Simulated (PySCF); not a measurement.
## Mayer bond orders and bond lengths

Compound: C6H12N2.
Atom-mapped SMILES: `[CH3:1]/[CH:2]=[N:3]/[N:4]=[C:5](/[CH3:6])[CH2:7][CH3:8]` (hydrogens: H9, H10, H11 on C1; H12 on C2; H13, H14, H15 on C6; H16, H17 on C7; H18, H19, H20 on C8)

Geometry (GFN2-xTB, Å), atoms numbered from 1 in this order:
```xyz
20
C6H12N2 angstrom
C      3.4592   -0.9924    0.1753
C      2.3442   -0.0063    0.1616
N      1.4084   -0.1111   -0.6809
N      0.4658    0.7456   -0.9293
C     -0.7202    0.7934   -0.4909
C     -1.6457    1.7984   -1.1013
C     -1.2661   -0.1039    0.5924
C     -2.2724   -1.1140    0.0399
H      3.3107   -1.7348   -0.6035
H      3.5101   -1.4893    1.1441
H      4.4102   -0.4852    0.0128
H      2.3840    0.8002    0.9006
H     -2.4335    1.2977   -1.6628
H     -2.1164    2.3993   -0.3247
H     -1.0944    2.4469   -1.7758
H     -1.7505    0.5096    1.3567
H     -0.4364   -0.6421    1.0580
H     -1.8192   -1.6988   -0.7575
H     -2.5922   -1.7931    0.8274
H     -3.1509   -0.6094   -0.3548
```

Bond orders from the PBE0/pcSseg-1 density (PySCF). One conformer (not necessarily the lowest) at the GFN2-xTB geometry, without solvent, vibrations or thermal averaging. GFN2-xTB frequencies show an imaginary mode (25i cm⁻¹), so this geometry is no minimum at that level.

Question: Where do the orders between heavy atoms depart from those drawn in the SMILES?

Answer: The largest departure is 0.215, at C2–N3 (drawn double, 1.785). Drawn single, order above 1.12: N3–N4 (1.126).

Question: Give the Mayer order of every bond, beside its length.

Answer: 
| bond | drawn as | length (Å) | Mayer order |
| --- | --- | --- | --- |
| C1–C2 | single | 1.489 | 1.040 |
| C2–N3 | double | 1.264 | 1.785 |
| N3–N4 | single | 1.298 | 1.126 |
| N4–C5 | double | 1.265 | 1.828 |
| C5–C6 | single | 1.496 | 1.024 |
| C5–C7 | single | 1.509 | 1.005 |
| C7–C8 | single | 1.529 | 1.041 |
| C1–H9 | single | 1.086 | 0.965 |
| C1–H10 | single | 1.090 | 0.951 |
| C1–H11 | single | 1.090 | 0.951 |
| C2–H12 | single | 1.095 | 0.946 |
| C6–H13 | single | 1.089 | 0.946 |
| C6–H14 | single | 1.089 | 0.952 |
| C6–H15 | single | 1.086 | 0.963 |
| C7–H16 | single | 1.093 | 0.936 |
| C7–H17 | single | 1.093 | 0.937 |
| C8–H18 | single | 1.088 | 0.966 |
| C8–H19 | single | 1.088 | 0.968 |
| C8–H20 | single | 1.087 | 0.965 |

By pair of heavy elements: C–C: lowest C5–C7 (1.005, 1.509 Å), highest C7–C8 and C1–C2 (1.041, 1.529 Å); in 1 of the 6 pairs the longer bond (by over 0.003 Å) has the higher order (by 0.02 or more). C–N: lowest C2–N3 (1.785, 1.264 Å), highest N4–C5 (1.828, 1.265 Å). Bonds named together lie within 0.004.

Question: Sum the orders of all bonds at each heavy atom with more than one neighbour and set the sums beside the valence in the SMILES.

Answer: C1 3.907 (drawn 4), C2 3.771 (drawn 4), N3 2.911 (drawn 3), N4 2.954 (drawn 3), C5 3.857 (drawn 4), C6 3.885 (drawn 4), C7 3.919 (drawn 4), C8 3.940 (drawn 4). Orders between atoms that aren't bonded are not in these sums.

Mayer orders depend on the basis set.
